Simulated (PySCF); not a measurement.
[Se4]2- (charge -2).
Bonds: Se1–Se2, Se2–Se3, Se3–Se4.

Level of theory: PBE0-D3(BJ)/def2-SVP geometry optimisation, gas phase in PySCF.

**Question.** List the bond lengths, angles and torsions at this level.

**Answer.** 
```
            bond  length (Å)
Se1–Se2, Se3–Se4       2.354
         Se2–Se3       2.419
```

Bonds in one row agree within 0.01 Å and their mean is given. A selection of angles:
```
      angle  degrees
Se1–Se2–Se3    116.2
```

Dihedral angles: Se1–Se2–Se3–Se4 -101° (anticlinal).

The Se–Se distances run from 2.352 Å (Se3–Se4) to 2.419 Å (Se2–Se3), a spread of 0.067 Å. Se2 (selenium bonded to 2 Se) is bent (angle 116.2°).

Point group: C2 (every atom within 0.08 Å of its image). Stationary, but not proved a minimum. Whether so highly charged an anion holds all its electrons in the gas phase wasn't checked; a finite basis holds them in any case. No counter-ion or solvent screens the charge of this multiply charged ion. The geometry's basis has no diffuse functions, a weakness for an anion.

On one thread of an Arm Neoverse V1 (shared host), this took 5.7 min wall. These figures are those of the optimisation.
